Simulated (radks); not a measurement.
Results of a calculation; reference values are marked as such.
The erbium ion Er9+, configuration [Kr] 4d10 4f10 5s2 5p1. Code: a radial shooting solver on a logarithmic mesh with Libxc functionals. Model: Dirac Kohn-Sham, PBE, spin-unpolarised, spherical densities, finite nucleus; open shells are shared between the two j in proportion to 2j + 1; Fermi nuclear charge, rms radius 5.2516 fm.

Spin-orbit splittings of the eigenvalues, e(l+1/2) - e(l-1/2), with zeta = 2 splitting/(2l+1) and mean radii in bohr:

shell,occ.,splitting (eV),zeta (eV),<r> j=l-1/2,<r> j=l+1/2
2p,6,917.0,611.3,0.07147,0.07874
3p,6,192.6,128.4,0.2146,0.2283
3d,10,42.11,16.84,0.2012,0.2054
4p,6,43.63,29.09,0.5155,0.5462
4d,10,8.015,3.206,0.5714,0.5819
4f,10,1.316,0.3761,0.6787,0.6854
5p,1,8.321,5.548,1.210,1.270
